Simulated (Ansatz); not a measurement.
Ag₄⁺ (the lowest doublet isomer of a short search) was relaxed with PBE0-D4 (def2-SVP) in Ansatz in these states: charge +1 doublet, charge +1 quartet. The geometries follow in no particular order.

In the def2 sets Ag takes a core potential; there is no spin–orbit coupling.

A:

```xyz
4

Ag    1.656   -0.548   -1.134
Ag    0.851   -0.867    1.662
Ag   -0.851    0.866   -1.662
Ag   -1.656    0.549    1.134
```

B:

```xyz
4

Ag    0.937   -0.109   -0.949
Ag   -1.323   -1.728   -1.109
Ag    1.320    1.733    1.106
Ag   -0.934    0.105    0.952
```

Q: Judge from the bond lengths which geometry belongs to which state (an estimate).

A: A is the charge +1 quartet (Ag1–Ag4 4.161 Å, Ag3–Ag4 2.927 Å, Ag1–Ag2 2.927 Å); B is the charge +1 doublet (Ag1–Ag4 2.676 Å, Ag3–Ag4 2.785 Å, Ag1–Ag2 2.785 Å).

At PBE0-D4/def2-TZVP a doublet lies 2.50 eV below the charge +1 quartet. These are the stationary points nearest to one start from a short search; other shapes may lie lower in each state.
